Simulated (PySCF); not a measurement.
BF₂, SMILES F[B+]F, charge +1.

Geometry optimised at PBE-D3(BJ)/def2-TZVP.

All values below come from PBE-D3(BJ)/def2-TZVP in PySCF.

Harmonic, unscaled wavenumbers; measured fundamentals usually lie a few per cent lower.

Modes within 1.5 cm⁻¹ of each other (mostly degenerate sets) share a row, with their intensities summed.

Computed normal modes with their intensities:
```
mode  ν (cm⁻¹)  IR (km/mol)  Raman (Å⁴/amu)  depolarisation  moving atoms (share of kinetic energy)
----  --------  -----------  --------------  --------------  --------------------------------------
1–2        446        245.9             0.0               –                          B 78 %, F 22 %
3          999          0.0             6.0            0.12                                 F 100 %
4         2030        400.2             0.0               –                          B 78 %, F 22 %
```
